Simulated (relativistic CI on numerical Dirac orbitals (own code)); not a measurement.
# Spin-allowed bands of a d7 ion in a tetrahedral site, by hand

Problem. Take Δ = 4300 cm⁻¹ and B = 560 cm⁻¹ for a d7 ion in a tetrahedral site. Calculate the three spin-allowed bands.

Working.
1. The terms of highest spin are 4F (energy 0) and 4P (15B = 8400 cm⁻¹). Here the F term splits into A2 at −1.2Δ = -5160, T2 at −0.2Δ = -860 and T1 at +0.6Δ = 2580 cm⁻¹.
2. The two T1 states mix through the element 0.4Δ: H = [[2580, 1720], [1720, 8400]], with roots ½(H₁₁ + H₂₂) ∓ ½√[(H₂₂ − H₁₁)² + 4H₁₂²] = ½(10980) ∓ ½(6761) = 2110 and 8870 cm⁻¹.
3. The ground term is 4A2 at -5160 cm⁻¹.
4. Bands: 4T2 4300 cm⁻¹ (2326 nm), 4T1(F) 7270 cm⁻¹ (1376 nm), 4T1(P) 14030 cm⁻¹ (713 nm).

Check. Exact diagonalisation of the whole d7 shell with these parameters gives 4T2 4300, 4T1 7270, 4T1 14030 cm⁻¹. The match is exact, since without spin-orbit coupling no other term has this spin. The ratio of the second band to the first, 1.691, depends on Δ/B = 7.7 alone, which is how a Tanabe-Sugano diagram is read.
